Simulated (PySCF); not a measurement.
LDA on Al (aluminium, neutral), [Ne] 3s2 3d1, 2D determinant (an excited configuration). Calculation: PySCF 2.14, in aug-cc-pV(D+d)Z (5s4p3d, 32 functions); no relativity, point nucleus.

```
cycle= 1 E= -241.138138017929  delta_E= -0.00412  |g|= 0.0138  |ddm|= 0.375
cycle= 2 E= -241.138210838004  delta_E= -7.28e-05  |g|= 0.00209  |ddm|= 0.0584
cycle= 3 E= -241.138212458299  delta_E= -1.62e-06  |g|= 5.44e-05  |ddm|= 0.00485
cycle= 4 E= -241.138212463171  delta_E= -4.87e-09  |g|= 1.18e-05  |ddm|= 0.000394
cycle= 5 E= -241.138212463354  delta_E= -1.84e-10  |g|= 3.15e-07  |ddm|= 0.000166
converged SCF energy = -241.138212463354  <S^2> = 0.75038653  2S+1 = 2.0003865
```

Highest occupied orbital energy: 0.348 eV; ⟨L²⟩ = 6.00; populations by l: s 6.00, p 6.00, d 1.00.

Can this result be used?

Not for this state. The run converged. The outer electron is Rydberg-like, and this basis confines it to a smaller radius and binds it less than a complete one would. At LDA the highest occupied level has a positive energy, so only the finite basis holds that electron; for this excited configuration the basis is too tight for the outer shell.
